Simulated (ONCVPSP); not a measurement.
## Reading a pseudo-wave (Ru)

Columns: radius, all-electron u(r) and pseudo u(r) of the 4p shell (level -54.03 eV) of ruthenium in the configuration [Ar] 3d10 4s2 4p6 4d7; LDA (Perdew-Zunger), scalar-relativistic, ONCV scheme, ONCVPSP 4.0.1.

```tsv
r (bohr)	all-electron	pseudo
0.080	0.3663	0.0159
0.160	-0.0617	0.0628
0.240	-0.4886	0.1385
0.320	-0.5588	0.2394
0.400	-0.3577	0.3594
0.480	-0.0358	0.4911
0.560	0.2987	0.6253
0.640	0.5870	0.7524
0.720	0.8064	0.8632
0.800	0.9540	0.9503
0.880	1.0376	1.0086
0.960	1.0694	1.0364
1.040	1.0617	1.0351
1.120	1.0259	1.0085
1.200	0.9715	0.9619
1.280	0.9057	0.9014
1.360	0.8343	0.8327
1.440	0.7610	0.7606
1.520	0.6888	0.6887
1.600	0.6195	0.6194
1.680	0.5543	0.5542
1.760	0.4937	0.4937
1.840	0.4382	0.4381
1.920	0.3876	0.3876
2.000	0.3420	0.3420
2.080	0.3011	0.3010
```

Q: How many radial nodes do the two functions have?

A: The all-electron 4p function has n − l − 1 = 2; the pseudo-wave has 0, since the states of the same l below it are removed with the core.

Q: At about which radius was the pseudo-wave matched?

A: 1.60 bohr. The columns agree to 0.0005 from 1.44 bohr on; several derivatives are matched, so the curves merge somewhat inside the radius.

Q: Where does each function peak?

A: Outermost all-electron maximum near 0.96 bohr, pseudo maximum near 0.96 bohr (to the table’s step).

Q: Is the pseudo-wave norm-conserving?

A: Yes: the ONCV scheme keeps the norm inside the radius equal to the all-electron one, which fixes the energy derivative of the logarithmic derivative at the level.
